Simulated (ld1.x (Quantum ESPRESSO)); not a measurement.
Pseudopotential generation for iron (Fe): RRKJ, PBEsol, scalar-relativistic.

- Element: Fe
- Generator: ld1.x (Quantum ESPRESSO) 7.5
- Type: norm-conserving RRKJ (Kleinman–Bylander form)
- Functional: PBEsol
- Relativity: scalar-relativistic
- Frozen core: [Ne]
- Valence charge: 16
- Reference configuration: 3s2 3p6 3d6 4s2 4p0
- Partial waves: 3s (bound): rc 1.25 bohr; 3p (bound): rc 0.95 bohr; 3d (bound): rc 1.35 bohr
- Local potential: all-electron potential smoothed inside 1.20 bohr (lloc = -1)
- Core correction: none

Occupied shells without a wave of their own: 4s. They enter only through the test configuration that unscreens the potential.

All-electron outer shells of the reference configuration (PBEsol, scalar-relativistic, ld1.x):

| shell | level (eV) | outermost node (bohr) | outermost maximum (bohr) |
| --- | --- | --- | --- |
| 2s | -818.84 | 0.08 | 0.22 |
| 2p | -697.99 | – | 0.18 |
| 3s | -93.77 | 0.33 | 0.70 |
| 3p | -59.92 | 0.30 | 0.72 |
| 3d | -7.53 | – | 0.71 |
| 4s | -5.31 | 1.00 | 2.41 |
| 4p | -1.30 | 1.10 | 3.29 |

Does the generator finish with these settings?

Yes, a potential is produced and its reference levels are reproduced.

Estimate the cutoffs (Ry, on a coarse ladder) from which the occupation-weighted sum of valence levels, in a spherical-Bessel basis at the reference potential, stays within 10 and 1 mRy of its value at 400 Ry.

160 Ry and 230 Ry.

Does the potential have ghost states?

No extra level below or beside the all-electron valence levels (s, p, d, f tested).

Which valence shell sets the plane-wave cutoff?

3p: its level needs 160 Ry to come within 1 mRy, against 100 Ry for 3d.

Tests: 3s2 3p6 3d6 4s1 4p0; 3s2 3p6 3d6 4s0 4p0; 3s2 3p6 3d5 4s0 4p0; 3s2 3p6 3d7 4s1 4p0; 3s2 3p5 3d6 4s2 4p0; 3s2 3p6 3d4 4s0 4p0; 3s2 3p6 3d6.5 4s1.5 4p0. Which has the largest error in its energy relative to the reference configuration, and how large is it?

3s2 3p6 3d4 4s0 4p0, with +101 meV (all-electron minus pseudo) on +112.10 eV.
